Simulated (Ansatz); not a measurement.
`C[S][Al]([F])[SiH3]`, relaxed with RKS PBE0-D4/def2-TZVP in Ansatz from a PBE-D4/def2-SVP geometry. The force threshold is 0.005 eV/Å; the program also tests the step.

Charge 0, multiplicity 1.

Start:

```xyz
11

C     1.325   -0.400   -1.612
S     2.055    0.805   -0.422
Al    0.463    0.980    1.068
F     0.792    2.055    2.322
Si   -1.689   -0.190    1.056
H     0.309   -0.728   -1.318
H     1.272    0.077   -2.609
H     1.984   -1.288   -1.668
H    -1.730   -1.321    0.061
H    -2.797    0.769    0.703
H    -1.985   -0.759    2.419
```

```tsv
step	energy (eV)	largest force (eV/Å)	largest move (Å)
1	-29153.1766	0.645	0.000
2	-29153.2156	0.394	0.045
3	-29153.2214	0.168	0.048
4 (rejected)	-29153.2209	0.220	0.024
5	-29153.2240	0.067	0.012
6	-29153.2243	0.026	0.027
7	-29153.2247	0.005	0.018
8	-29153.2247	0.004	0.012
9	-29153.2248	0.005	0.016
10	-29153.2248	0.004	0.009
11	-29153.2248	0.003	0.008
```

End:

```xyz
11

C     1.315   -0.404   -1.591
S     2.042    0.790   -0.421
Al    0.469    0.982    1.055
F     0.778    2.027    2.295
Si   -1.682   -0.181    1.040
H     0.342   -0.767   -1.262
H     1.206    0.079   -2.561
H     1.993   -1.251   -1.684
H    -1.722   -1.289    0.046
H    -2.776    0.771    0.702
H    -1.966   -0.756    2.383
```

Hardware: 4 threads of an Arm Neoverse V1 on a shared host. Wall time 44 s, peak host memory 0.61 GiB.
